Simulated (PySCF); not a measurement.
**Electron correlation in Kr (krypton, neutral)**

[Kr], closed-shell 1S. Calculation: PySCF 2.14, in jorge-DZP-DKH (8s6p2d1f, 43 functions); the spin-free X2C one-electron Hamiltonian (Gaussian nucleus). Frozen: [Ar] 3d10; 8 electrons correlated.

MP2 pair energies summed by pair of shells (mhartree):

```csv
pair,energy,share (%)
4p-4p,-31.29,61.1
4s-4p,-16.50,32.2
4s-4s,-3.42,6.7
```

Total MP2 correlation energy: -51.21 mhartree.

Same-spin part -12.14 and opposite-spin part -39.07 mhartree; SCS-MP2 scales them by 1/3 and 6/5 to -50.93 mhartree.

| level | correlation energy (mhartree) |
| --- | --- |
| CCSD | -57.35 |
| (T) | -0.50 |
| CCSD(T) | -57.85 |

Diagnostics: T1 = 0.00088, D1 = 0.0014, largest double amplitude 0.032.

Cost of the coupled-cluster step: 0.11 s of wall time on 1 thread of Neoverse-V2 (shared host), for 8 correlated electrons.
